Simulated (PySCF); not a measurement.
Gas-phase equilibrium of 1 mol HCl, 0.85 mol O₂ at 1000 K and 0.00100 bar, among 14 species (ClO, O₂, HCl, O, HO₂, H₂O, H, HOCl, H₂O₂, O₃, H₂, Cl, Cl₂, OH). Only gases are allowed; each row takes one source of thermochemistry for all species, and Cantera finds the minimum.

Energies from PySCF, thermal terms from the rigid-rotor harmonic-oscillator model, ideal gas at 1 bar. Table values come from the NASA 1993 polynomials. † marks an energy on the PBE0/def2-TZVP geometry and frequencies. Open shells (unrestricted) among the columns below: ClO (multiplicity 2, electronic degeneracy 4), O₂ (multiplicity 3), Cl (multiplicity 2, electronic degeneracy 6); the rest are closed-shell singlets. Spin-orbit splitting is ignored; it lowers the true energy and changes the entropy of ClO, Cl. B3LYP is the form with VWN-RPA correlation. The harmonic model lacks anharmonicity and excited electronic states, which grow with temperature; levels with a mode under 35 cm⁻¹ are left out. The table's entry may be an old estimate for ClO, HOCl (not checked at source).

Molecules larger than those listed are left out.

Mole fractions:

| thermochemistry | x HCl | x O₂ | x H₂O | x Cl₂ | x Cl | x HOCl | x ClO |
|---|---|---|---|---|---|---|---|
| table | 0.47 | 0.45 | 0.040 | 0.039 | 0.0024 | 1.6e-6 | 3.2e-6 |
| B3LYP/def2-TZVP† | 0.52 | 0.46 | 0.013 | 0.011 | 0.0037 | 4.3e-7 | 2.5e-6 |
| PBE0/def2-QZVP† | 0.51 | 0.45 | 0.020 | 0.019 | 0.0015 | 6.0e-7 | 2.2e-6 |
| PBE0/def2-SVP† | 0.54 | 0.46 | 0.0023 | 0.0013 | 0.0021 | 3.7e-8 | 2.8e-8 |
| LDA/def2-TZVP† | 0.44 | 0.44 | 0.057 | 0.057 | 7.6e-6 | 1.3e-5 | 3.0e-6 |
The most sensitive of these is Cl: it spans a factor of 10^2.7 over these rows; at this temperature one factor of ten is RT ln 10 = 19 kJ/mol.
